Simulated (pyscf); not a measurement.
**H₃C–C•=N–CH₃, doublet**

Gas-phase minimum from PySCF at ωB97X-D3(BJ)/def2-SVP, one conformer. H₃C–C•=N–CH₃ lies 20.8 kcal/mol over its isomer H₃C–C(CH₃)=N•, and others may lie lower still (electronic energy, ωB97M-D3(BJ)). 

SMILES: C[C]=NC
```xyz
10

C      1.3510     1.0853     0.8499
C      1.3179    -0.4103     0.8218
N      0.4748    -1.2678     0.5820
C     -0.9187    -1.1001     0.2037
H      0.3726     1.5311     0.5907
H      2.1087     1.4547     0.1421
H      1.6456     1.4325     1.8520
H     -1.5586    -1.6153     0.9364
H     -1.2299    -0.0407     0.1421
H     -1.0892    -1.5765    -0.7741
```
Charge 0, spin multiplicity 2.

Bonds (Å): C1–C2 1.496, C1–H5 1.106, C1–H6 1.101, C1–H7 1.101, C2–N3 1.226, N3–C4 1.454, C4–H8 1.101, C4–H9 1.106, C4–H10 1.101. Bond angles (°): C2–C1–H5 112.3, C2–C1–H6 109.8, C2–C1–H7 109.8, H5–C1–H6 108.8, H5–C1–H7 108.8, H6–C1–H7 107.2, C1–C2–N3 135.9, C2–N3–C4 129.0, N3–C4–H8 109.3, N3–C4–H9 113.3, N3–C4–H10 109.3, H8–C4–H9 108.8, H8–C4–H10 107.4, H9–C4–H10 108.8.

Properties at ωB97X-D3(BJ)/def2-SVP:

```
Item                                                                                                                                                                                                                                                          Value
---------------------------------------------------------------------------------------------------------------------  --------------------------------------------------------------------------------------------------------------------------------------------
Harmonic wavenumbers, unscaled                                                                                         88, 130, 228, 400, 506, 870, 1004, 1037, 1052, 1118, 1121, 1370, 1425, 1446, 1452, 1470, 1480, 2016, 3036, 3041, 3141, 3146, 3167, 3175 cm⁻¹
Zero-point energy                                                                                                                                                                                                                                     52.8 kcal/mol
Rotational symmetry number                                                                                                                                                                                                                                        1
Entropy of this conformer at 298 K and 1 atm, rigid rotor and harmonic oscillator, modes under 100 cm⁻¹ raised to 100                                                                                                                               309.1 J/(mol K)
Dipole moment                                                                                                                                                                                                                                                2.38 D
Spin expectation value S2                                                                                                                                                                                                                                     0.754
```

Single-point totals, which compare only within one level:

| level | total energy (hartree) |
|---|---|
| ωB97X-D3(BJ)/def2-TZVP | -172.73460 |
| PBE/def2-TZVP | -172.43130 |
| r²SCAN/def2-TZVP | -172.55311 |
| B3LYP-D3(BJ)/def2-TZVP | -172.67635 |
| PBE0-D3(BJ)/def2-TZVP | -172.45126 |
| M06-2X/def2-TZVP | -172.57051 |
| ωB97M-D3(BJ)/def2-TZVP | -172.70028 |

Soft torsions are taken as harmonic, which can shift the entropy by several J/(mol K).
